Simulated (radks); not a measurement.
The numbers below are computed, except where a source is named.
Ionisation of Xe2+, [Kr] 4d10 5s2 5p4, to Xe3+, [Kr] 4d10 5s2 5p3, under several functionals. Scalar-relativistic Kohn-Sham, spin-polarised, spherical densities, point nucleus; open shells are filled with parallel spins first (spin-orbit coupling, left out, can overturn this in heavy ions); a radial shooting solver on a logarithmic mesh with Libxc functionals.

functional                                        E(Xe2+) (hartree)  Exc (hartree)  IE (eV)  -e(HOMO) (eV)  <r> HOMO (bohr)  IE error (eV)
LDA (Slater exchange, Perdew-Zunger correlation)        -7440.11298     -179.93078   30.941         26.126            2.094         -0.109
BLYP                                                    -7446.76075     -186.61649   30.481         25.652            2.105         -0.569
LDA (Slater exchange, VWN5 correlation)                 -7440.13589     -179.95409   30.880         26.074            2.093         -0.170

NIST Atomic Spectra Database: 31.05 eV (semi-empirical). Closest: LDA (Slater exchange, Perdew-Zunger correlation). The Delta-SCF values span 0.46 eV, the total energies 6.65 hartree. The highest occupied level is 5p. Open shells are spherical and high-spin; term and fine-structure splittings are not resolved. Spin-orbit splitting is averaged out at the scalar-relativistic level.
